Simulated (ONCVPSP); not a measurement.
## PBE ONCV dataset for Sc (Z = 21), scalar-relativistic all-electron reference.

| Quantity | Value |
| --- | --- |
| Element | Sc (Z = 21) |
| Generator | ONCVPSP 4.0.1 |
| Type | optimised norm-conserving Vanderbilt (ONCV) |
| Functional | PBE |
| Relativity | scalar-relativistic |
| Frozen core | [Ne] |
| Valence charge | 11 |
| Reference configuration | 3s2 3p6 3d1 4s2 |
| Partial waves | 3s+4s: rc 2.05 bohr, ncon 3, nbas 7, qcut 5 1/bohr, 2 projectors; 3p: rc 1.20 bohr, ncon 4, nbas 9, qcut 6.9 1/bohr, 2 projectors, debl 2.3 Ha; 3d: rc 1.45 bohr, ncon 4, nbas 7, qcut 6.3 1/bohr, 2 projectors, debl 0.4 Ha |
| Local potential | polynomial inside 0.80 bohr (lpopt 5, dvloc0 3 Ha) |
| Core correction | polynomial model core, fcfact 0.2 |

All-electron outer shells of the reference configuration (PBE, scalar-relativistic, ld1.x):

| shell | level (eV) | outermost node (bohr) | outermost maximum (bohr) |
| --- | --- | --- | --- |
| 2p | -388.26 | – | 0.23 |
| 3s | -55.04 | 0.42 | 0.92 |
| 3p | -33.63 | 0.39 | 0.97 |
| 4s | -4.18 | 1.33 | 3.14 |
| 3d | -3.23 | – | 1.10 |

Results:

```json
{
 "Cutoffs needed": "75 Ha and 88 Ha (the cutoffs (Ha) at which the residual kinetic energy of the hardest occupied pseudo-wave falls to 1 and 0.1 mHa per electron)",
 "Ghost test": "no bound ghost flagged; GHOST(+) flagged for s at 99.5 eV",
 "Configuration tests": "1 of 4 tests not solved or not reliable",
 "rms error of d²Exc/dni dnj": "2.40 mHa without and 1.45 mHa with the model core"
}
```

Generation and tests took about 4.1 s on one core of a shared server CPU.
